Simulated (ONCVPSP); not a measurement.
**Which change was made? (Ga, ONCV)**

gallium (Ga), optimised norm-conserving Vanderbilt (ONCV), made with ONCVPSP 4.0.1 (PBE, scalar-relativistic). Core [Ne], reference 3s2 3p6 3d10 4s2 4p1. Waves: 3s+4s: rc 1.05 bohr, ncon 3, nbas 8, qcut 9.4 1/bohr, 2 projectors; 3p+4p: rc 1.05 bohr, ncon 4, nbas 8, qcut 15.9 1/bohr, 3 projectors, debl 2.2 Ha; 3d: rc 0.85 bohr, ncon 4, nbas 9, qcut 15.4 1/bohr, 2 projectors, debl 0.6 Ha. Local part: polynomial inside 0.65 bohr (lpopt 5, dvloc0 0 Ha). Core correction: polynomial model core, fcfact 0.75.

In the d channel the program set the typed energies aside and used -0.704, 0.250 Ha.

Cutoffs, loose and tight: the cutoffs (Ha) at which the residual kinetic energy of the hardest occupied pseudo-wave falls to 1 and 0.1 mHa per electron. They do not see the model core or the augmentation charge, which bear on the density cutoff. Test errors are all-electron minus pseudo excitation energies from the reference, over the configurations 3s2 3p6 3d10 4s2 4p0; 3s2 3p6 3d10 4s1 4p0; 3s2 3p6 3d10 4s0 4p0; 3s2 3p6 3d9 4s2 4p1; variants that change the core or the reference have their own tests. The largest error is taken over the tests solved by every variant that gives reliable tests at all, those not shown here included: 3s2 3p6 3d10 4s1 4p0; 3s2 3p6 3d10 4s2 4p0; 3s2 3p6 3d9 4s2 4p1.

The base gives: outcome: generated, projector energies reset by the program; cutoff, loose: 110 Ha; cutoff, tight: 231 Ha; bound ghosts: none; GHOST(+) flags above zero: none; largest test error (meV): +13.

After one change the result is: outcome: generated, projector energies reset by the program; cutoff, loose: 426 Ha; cutoff, tight: 548 Ha; bound ghosts: none; GHOST(+) flags above zero: d; largest test error (meV): +24. Which change was it?
A. s: qcut 12.4; p: qcut 21; d: qcut 20.3
B. s: qcut 6.8; p: qcut 11.5; d: qcut 11.1
C. s: qcut 8.2; p: qcut 13.8; d: qcut 13.4
D. s: qcut 12; p: qcut 20.3; d: qcut 19.6

B. The others give: s: qcut 12; p: qcut 20.3; d: qcut 19.6 → outcome: generated, projector energies reset by the program; cutoff, loose: 142 Ha; cutoff, tight: 161 Ha; bound ghosts: none; GHOST(+) flags above zero: none; largest test error (meV): +8.2 | s: qcut 8.2; p: qcut 13.8; d: qcut 13.4 → outcome: generated, projector energies reset by the program; cutoff, loose: 264 Ha; cutoff, tight: 430 Ha; bound ghosts: none; GHOST(+) flags above zero: s; largest test error (meV): +17 | s: qcut 12.4; p: qcut 21; d: qcut 20.3 → outcome: failed: ERROR pspot: first pseudo wave function has node, program will stop.
